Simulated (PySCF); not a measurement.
# Static response to an electric field

Compound: C5H9FO.
Cartesian coordinates in Å at the GFN2-xTB level; atoms count from 1:
```xyz
16
C5H9FO angstrom
C     -1.9942    0.7000    0.7436
C     -0.9557   -0.0058   -0.1189
C      0.3901   -0.0993    0.5972
C      1.4374   -0.8417   -0.2456
C      1.7241   -0.1120   -1.5132
O      1.5954   -0.4473   -2.6365
F      2.2161    1.1378   -1.2511
H     -1.6626    1.7050    0.9948
H     -2.9417    0.7746    0.2164
H     -2.1579    0.1512    1.6685
H     -1.3074   -1.0105   -0.3638
H     -0.8326    0.5388   -1.0579
H      0.2641   -0.6312    1.5422
H      0.7547    0.9049    0.8224
H      2.3709   -0.9109    0.3188
H      1.0917   -1.8448   -0.4968
```

Level: CAM-B3LYP/def2-SVPD (PySCF), static field, nuclei fixed, core orbitals frozen in the response. The polarisability tensor in these axes (au):

```
x   65.47 -1.67 -4.65
y   -1.67 59.11  2.47
z   -4.65  2.47 66.91
```

Diagonalise the tensor; give its mean and Δα, where Δα² is half the sum of the squared differences of the eigenvalues.

Principal values 58.38, 61.51 and 71.60 au; mean 63.83 au = 9.46 Å³ = 10.52 × 10⁻⁴⁰ C²·m²/J; Δα = 11.97 au (19 % of the mean).

What is the dipole moment, and where does it point?

(-0.90, -1.00, 2.98) D, 3.27 D in size, pointing from the negative to the positive side. Measured along this direction, the outermost atoms are O6 at the negative end and H10 at the positive end.

What would n − 1 = 2πNα be for an ideal gas of these molecules at 273.15 K and 1 atm, electronic part alone?

N = p/kT = 2.6868 × 10¹⁹ cm⁻³, so n − 1 = 2π × N × 9.46 × 10⁻²⁴ cm³ = 1597 × 10⁻⁶ at long wavelengths, for an ideal gas.

In TDDFT the mean static polarisability is Σ f/ω² over all singlet excitations (ω in hartree). How much of it do the 8 lowest give? Their energies (eV) and oscillator strengths: 6.01, 0.0022; 8.56, 0.0617; 8.65, 0.0057; 8.71, 0.0153; 8.86, 0.0465; 9.04, 0.0210; 9.31, 0.0246; 9.34, 0.0022.

They add up to 1.73 au, 2.7 % of the 63.83 au; the largest single term is 0.62 au, from the state at 8.56 eV. Terms in order: 0.05, 0.62, 0.06, 0.15, 0.44, 0.19, 0.21, 0.02 au. Higher excitations give the rest. The strengths listed sum to 0.179.

Find the Langevin capture rate constant for NH4+ (18.034 u) meeting this molecule (104.064 u), k = 2.342 × 10⁻⁹ cm³/s × √(α in Å³ / reduced mass in u).

The reduced mass is 15.37 u, so k = 1.84 × 10⁻⁹ cm³/s. The formula leaves out the permanent dipole, which adds to the capture rate.

In a dilute gas of rigid molecules at 273 K, how does the orientational term μ²/3kT compare with the electronic polarisability?

In Gaussian units μ²/3kT = 94.79 Å³ against 9.46 Å³, a ratio of 10.02; the Debye molar polarisation (4π/3)N_A(α + μ²/3kT) is 263.0 cm³/mol, leaving out the vibrational part.

Give the eigenvalues of the traceless quadrupole moment Θ = ½Σq(3rr − r²1), origin at the centre of nuclear charge.

-8.04, 0.41, 7.63 D·Å. The values depend on the origin, since the dipole doesn't vanish. The electronic extent ⟨r²⟩ about the same centre is 968 bohr², a root-mean-square distance of 2.20 Å for the 56 electrons.

Geometry: GFN2-xTB, one conformer, isolated molecule.
